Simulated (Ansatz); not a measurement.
Ideal-gas functions of `[O]=[Mo]([F])([F])([F])[F]` at 400 K and 1 bar, from an Ansatz frequency run at PBE0-D4/def2-TZVP.

Molar mass 187.93 g/mol, point group C3v (symmetry number 3), electronic degeneracy 1, moments of inertia 185.148, 205.358, 205.455 u Å². Harmonic wavenumbers (cm⁻¹, unscaled): 58, 60, 228, 228, 314, 345, 345, 617, 732, 754, 754, 1071.

Use S(trans) = R[1.5 ln M + 2.5 ln T − 1.1517]; rotational temperatures θ = 24.2544 K / I; S(rot) = R[ln(√π/σ · √(T³/θAθBθC)) + 1.5]; for each mode x = 1.438777 ν̃/T, S = R[x/(eˣ − 1) − ln(1 − e⁻ˣ)] and H = RT x/(eˣ − 1); 1 cm⁻¹ = 0.0119627 kJ/mol; R = 8.31446 J/(mol·K).

Problem. By hand: the entropy, in J/(mol·K).

Solution. Translation 180.3. Rotation: θ = 0.131, 0.1181, 0.1181 K, giving 109.0. Vibration, mode by mode: 21.36, 21.08, 10.19, 10.19, 7.73, 7.03, 7.03, 3.21, 2.32, 2.17, 2.17, 0.87, in all 95.4. Electronic 0.0. Sum 384.7 J/(mol·K).

Problem. By hand: H − E and G − E in kJ/mol, counted from the electronic energy.

Solution. Zero-point energy ½ × 5506 × 0.0119627 = 32.9; thermal vibration 18.6; translation, rotation and pV give 4 RT = 13.3. H − E = 64.8 kJ/mol, and G − E = 64.8 − 400 × 384.7/1000 = -89.1 kJ/mol.

Vibration gives 25 % of the entropy, 42.4 J/(mol·K) of it from the modes under 150 cm⁻¹: soft modes count most, and the harmonic formula is weakest for them.
